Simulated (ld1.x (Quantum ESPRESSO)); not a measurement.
An all-electron radial function and its pseudo partner (boron)

Columns: radius, all-electron u(r) and pseudo u(r) of the 2p shell (level -3.84 eV) of boron in the configuration [He] 2s1.75 2p1.25; LDA (PZ), scalar-relativistic, TM semilocal scheme, ld1.x (Quantum ESPRESSO) 7.5.

| r (bohr) | all-electron | pseudo |
| --- | --- | --- |
| 0.156 | 0.0592 | 0.0193 |
| 0.312 | 0.1711 | 0.0749 |
| 0.468 | 0.2868 | 0.1598 |
| 0.624 | 0.3883 | 0.2636 |
| 0.780 | 0.4706 | 0.3735 |
| 0.936 | 0.5334 | 0.4770 |
| 1.092 | 0.5781 | 0.5636 |
| 1.248 | 0.6069 | 0.6263 |
| 1.404 | 0.6223 | 0.6633 |
| 1.560 | 0.6267 | 0.6762 |
| 1.716 | 0.6225 | 0.6699 |
| 1.872 | 0.6116 | 0.6504 |
| 2.028 | 0.5956 | 0.6233 |
| 2.184 | 0.5760 | 0.5930 |
| 2.340 | 0.5537 | 0.5626 |
| 2.496 | 0.5297 | 0.5334 |
| 2.652 | 0.5046 | 0.5057 |
| 2.808 | 0.4790 | 0.4792 |
| 2.964 | 0.4533 | 0.4533 |
| 3.120 | 0.4278 | 0.4278 |
| 3.276 | 0.4028 | 0.4028 |
| 3.432 | 0.3785 | 0.3785 |
| 3.588 | 0.3550 | 0.3550 |
| 3.744 | 0.3324 | 0.3324 |
| 3.900 | 0.3108 | 0.3108 |
| 4.056 | 0.2902 | 0.2902 |

(1) How many radial nodes do the two functions have?

(2) At about which radius was the pseudo-wave matched?

(3) Where does each function peak?

(4) Is the pseudo-wave norm-conserving?

Answers

(1) The all-electron 2p function has n − l − 1 = 0; the pseudo-wave has 0.

(2) 3.12 bohr. The columns agree to 0.0005 from 2.81 bohr on; several derivatives are matched, so the curves merge somewhat inside the radius.

(3) Outermost all-electron maximum near 1.56 bohr, pseudo maximum near 1.56 bohr (to the table’s step).

(4) Yes: the TM semilocal scheme keeps the norm inside the radius equal to the all-electron one, which fixes the energy derivative of the logarithmic derivative at the level.
